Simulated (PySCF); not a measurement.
Members of one family of related compounds. Theory: TDDFT CAM-B3LYP/def2-SVPD, vertical, gas phase, core orbitals frozen in the response, def2 core potentials past Kr in PySCF 2.14.0, density-fitted response routines. Geometries: PBE0-D3(BJ)/def2-SVP; one conformer of each isolated species. Triplets are in the Tamm–Dancoff approximation. 'Strongest' means the level of largest summed f among the lowest 10 singlets; it needn't be the same kind of state in each. Atoms past krypton carry core potentials; spin–orbit coupling is left out.

Task: Rank by computed lowest singlet excitation energy, highest first.
A. `[F][Ag]<-[P](F)(F)F` (Ag(PF3)F)
B. `F[P](F)(F)->[Ag][Br]` (Ag(PF3)Br)
C. `[OH][Ag]<-[P](F)(F)F` (Ag(PF3)(OH))
D. `[H][Ag]<-[P](F)(F)F` (Ag(PF3)H)
E. `F[P](F)(F)->[Ag][Cl]` (Ag(PF3)Cl)

Result: A (5.56 eV), E (5.16 eV), B (4.79 eV), C (4.64 eV), D (4.35 eV).

| SMILES | S1 (eV) | α (au) | T1 (eV) | f (strongest) | strongest (eV) | S1 mainly |
| --- | --- | --- | --- | --- | --- | --- |
| [F][Ag]<-[P](F)(F)F | 5.56 | 49.8 | 5.07 | 0.07 | 7.08 | H→L (94%) |
| F[P](F)(F)->[Ag][Cl] | 5.16 | 67.1 | 5.00 | 0.19 | 6.78 | H-1/H→L (≥61%) |
| F[P](F)(F)->[Ag][Br] | 4.79 | 76.9 | 4.64 | 0.31 | 6.57 | H-1/H→L (≥62%) |
| [OH][Ag]<-[P](F)(F)F | 4.64 | 57.9 | 4.49 | 0.12 | 6.63 | H→L (93%) |
| [H][Ag]<-[P](F)(F)F | 4.35 | 59.0 | 3.89 | 0.11 | 6.33 | H→L (98%) |

H and L stand for HOMO and LUMO. A slash joins orbitals within 0.01 eV of each other, whose weights are summed (≥ marks a lower bound).

- `[F][Ag]<-[P](F)(F)F`: for S1 the Löwdin share of silver is 49% in HOMO and 38% in LUMO.
- `F[P](F)(F)->[Ag][Cl]`: for S1 the Löwdin share of silver is 9% in HOMO and 36% in LUMO.
- `F[P](F)(F)->[Ag][Br]`: for S1 the Löwdin share of silver is 8% in HOMO and 35% in LUMO.
- `[OH][Ag]<-[P](F)(F)F`: for S1 the Löwdin share of silver is 10% in HOMO and 39% in LUMO.
- `[H][Ag]<-[P](F)(F)F`: for S1 the Löwdin share of silver is 56% in HOMO and 40% in LUMO.
